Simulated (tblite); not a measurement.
Species: C5H13B3OS.
Atom-mapped SMILES: `[CH3:1][B:2]1[BH:3][S:4][B:5]([O:6][CH:7]([CH3:8])[CH3:9])[CH2:10]1` (hydrogens: H11, H12, H13 on C1; H14 on B3; H15 on C7; H16, H17, H18 on C8; H19, H20, H21 on C9; H22, H23 on C10)

Cartesian coordinates in Å at the GFN2-xTB level; atoms count from 1:
```
atom  x, y, z in Å
C1    -3.7319   -0.0329    0.7597
B2    -2.6573    0.0702   -0.3927
B3    -2.2576    1.4032   -1.2929
S4    -0.4775    1.5210   -1.3016
B5    -0.2172   -0.1549   -0.5128
O6     0.8989   -0.5328    0.0735
C7     2.1002    0.2193    0.2034
C8     2.6624   -0.0244    1.5997
C9     3.0767   -0.2170   -0.8847
C10   -1.5354   -1.0441   -0.5584
H11   -3.5806   -0.8628    1.4470
H12   -4.7118   -0.1673    0.2992
H13   -3.8087    0.8813    1.3465
H14   -2.8316    2.2679   -1.8361
H15    1.8656    1.2855    0.0739
H16    3.5766    0.5463    1.7349
H17    1.9404    0.2803    2.3534
H18    2.8772   -1.0820    1.7322
H19    3.2882   -1.2796   -0.7903
H20    4.0045    0.3405   -0.7947
H21    2.6463   -0.0299   -1.8655
H22   -1.5401   -1.8581    0.1653
H23   -1.5921   -1.5028   -1.5489
```

Computed values, GFN2-xTB/tblite, gas phase, harmonic and unscaled. Against measured fundamentals such values can be off by several per cent, at times by over 20. Modes of hydrogen on boron can be 10 to 20 % off. One conformer, not necessarily the lowest. The optimisation stopped once no atom felt more than 0.01 eV/Å.

Lowest wavenumbers of the output (negative numbers stand for imaginary wavenumbers):
```
mode    cm-1
  1     -20.3
  2      10.2
  3      35.3
  4      86.4
  5     103.5
  6     110.8
  7     180.0
  8     214.1
  9     249.4
 10     265.4
```

Task: Is this structure a minimum?

Result: Not by this Hessian. 1 mode is imaginary beyond 20i (20i cm⁻¹), so at this level the point lies at or near a first-order saddle. The curvature is small, so loose convergence or finite differences may be the whole cause.

Task: Which atoms move in the imaginary mode?

Result: 20i: H12 (methyl hydrogen) 40 %, H13 (methyl hydrogen) 32 %, H11 (methyl hydrogen) 26 %. These are shares of the mass-weighted motion.

Task: What is the remedy?

Result: Step along that mode in both directions, optimise again with tighter thresholds and repeat the frequencies. The zero-point energy of this point (114.2 kcal/mol) counts the 62 real modes alone, and thermal corrections from it aren't those of a minimum.
